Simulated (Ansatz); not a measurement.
# Counterpoise correction, worked out

The pair of CH₃F (SMILES CF, atoms 1–5) and SbH₃ (SMILES [SbH3], atoms 6–9), both closed shells, in one local arrangement (a lower one may exist), relaxed at PBE0-D4/def2-TZVP:

```tsv
atom	x (Å)	y (Å)	z (Å)
C1	0.1129	-0.2613	-1.7161
F2	-1.0572	0.2040	-1.1497
H3	0.2682	-1.2967	-1.4066
H4	0.9432	0.3586	-1.3722
H5	0.0240	-0.2026	-2.8026
Sb6	-0.7686	0.4980	2.0848
H7	-0.1821	-1.0175	1.5599
H8	0.1638	0.3971	3.5181
H9	0.4959	1.3205	1.2844
```

Program: Ansatz 0.2.0. Basis: def2-TZVPPD. Cores are frozen in the correlated methods. Filled d shells of the heavier atoms are correlated. Core potentials replace the inner electrons of the atoms past krypton. The def2 sets are not built for correlating such inner shells, so the correlated values are less sure here.

CCSD(T) total energies in eV:

| system | geometry | basis functions | energy |
| --- | --- | --- | --- |
| pair | pair | all | -10365.98795 |
| CH₃F | as in the pair | all (partner as ghosts) | -3797.84765 |
| SbH₃ | as in the pair | all (partner as ghosts) | -6568.06608 |
| CH₃F | as in the pair | its own | -3797.84136 |
| SbH₃ | as in the pair | its own | -6568.03924 |
| CH₃F | free (PBE0-D4 minimum) | its own | -3797.83984 |
| SbH₃ | free (PBE0-D4 minimum) | its own | -6568.04068 |

Q: Work out the interaction energy with and without the counterpoise correction, the superposition error, and the binding energy from the relaxed fragments.

A: Without correction: -10365.98795 − (-3797.84136) − (-6568.03924) = -0.10735 eV.
With correction (each fragment in the whole basis): -10365.98795 − (-3797.84765) − (-6568.06608) = -0.07422 eV = -1.71 kcal/mol.
The superposition error is the difference, 0.03313 eV, 31 % of the uncorrected value: each fragment borrows its partner's functions.
Deformation from the free shapes: -0.00152 eV for CH₃F and 0.00144 eV for SbH₃ (a small negative value is possible, since the free shapes are minima of another method).
Binding energy from relaxed fragments: -0.07422 + (-0.00152) + 0.00144 = -0.07430 eV = -1.71 kcal/mol (electronic, without zero-point energy; negative means bound). For comparison, the corrected interaction energy by CCSD(T) at an estimated basis limit (MP2 extrapolated from triple and quadruple zeta, plus CCSD(T) − MP2 in triple zeta) is -0.086 eV; triple zeta with the correction binds less.

No T1 diagnostic of these runs exceeds 0.015.

For scale, one of the runs: CCSD(T)/def2-TZVPPD, 235 basis functions, launched by `ansatz run in.yaml --threads 4 --pin off --events-out ev --progress --plain --max-ram 9574MiB`. Time: 2 min of wall clock on 4 CPU threads of an Arm Neoverse V2; the host was shared. Peak host memory: 4.8 GiB.
